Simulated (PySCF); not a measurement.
GeH2ClBr, SMILES [Cl][GeH2][Br]. Coordinates come from a PBE-D3(BJ)/def2-SVP optimisation.

Computed equilibrium geometry at PBE-D3(BJ)/def2-SVP (PySCF confirms it by a frequency run) as Cartesian coordinates in Å, and its point group:
point group Cs.
```xyz
5

Ge     0.6887    -0.5502     0.0000
Cl    -0.8617    -2.0689     0.0000
Br    -0.2969     1.5479     0.0000
H      1.5018    -0.6985     1.3052
H      1.5018    -0.6985    -1.3052
```
